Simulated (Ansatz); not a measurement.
`[SiH3][Ge]([SiH3])([Cl])[Cl]` → `[Cl][Ge][Cl]` + `[SiH3][SiH3]` at 400 K and 1 bar (germylene formation by 1,1-elimination).

Calculated with Ansatz (gas phase, PBE0-D4/def2-TZVP geometries, no zero-point term in ΔE). CCSD(T)/CBS is the MP2 limit (def2-TZVPP, def2-QZVPP) plus CCSD(T) − MP2 in def2-TZVPP, frozen cores. For Ge outer-core shells are correlated without core-valence functions, which leaves a few kJ/mol of doubt a bond. Scalar relativity is left out up to krypton.

```csv
species,CCSD(T)/CBS energy (Eh),H − E (kJ/mol),S (J/(mol·K))
`[SiH3][Ge]([SiH3])([Cl])[Cl]`,-3577.52379,184.7,476.0
`[Cl][Ge][Cl]`,-2995.74627,24.5,311.4
`[SiH3][SiH3]`,-581.74359,152.8,300.2
```

H − E and S are ideal-gas, rigid-rotor, harmonic terms from PBE0-D4/def2-TZVP. 1 Eh = 2625.50 kJ/mol, R = 8.31446 J/(mol·K).

Q: By hand: ΔE, ΔH, ΔS and ΔG.

A: ΔE = (-2995.74627) + (-581.74359) − (-3577.52379) = 0.03393 Eh = 89.1 kJ/mol. Δ(H − E) = 24.5 + 152.8 − 184.7 = -7.4, so ΔH = 81.7 kJ/mol. ΔS = 311.4 + 300.2 − 476.0 = 135.6 J/(mol·K). ΔG = 81.7 − 400 × (135.6)/1000 = 27.5 kJ/mol.

Q: By hand: the equilibrium constant, and the temperature at which ΔG would vanish if ΔH and ΔS stayed fixed.

A: log₁₀ K = −ΔG/(RT ln 10) = -3.6. ΔG = 0 at ΔH/ΔS = 603 K.

The number of gas molecules changes by +1, which sets the sign of ΔS. A doubt of 5 kJ/mol in ΔE shifts log₁₀ K by 0.7 here. These are equilibria of isolated gas molecules and say nothing of rates. Largest T1 diagnostic: 0.013 (customary marks: 0.02 for closed shells, 0.045 for open ones).
